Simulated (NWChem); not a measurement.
# GaH$_{3}$SO$_{2}$; SMILES [OH][Ga]([SH])[OH]

Results from NWChem. Level Hartree-Fock/def2-SVP: optimisations from one semi-empirical or force-field start; each run changes one setting, and all end within 0.3 mHa of each other. One conformer.

```
setting                                             optimisation steps
--------------------------------------------------  ------------------
redundant internal coordinates, default thresholds                   7
no line search                                                       7
loose thresholds                                                     4
symmetry off                                                         7
trust radius 0.05                                                    7
```
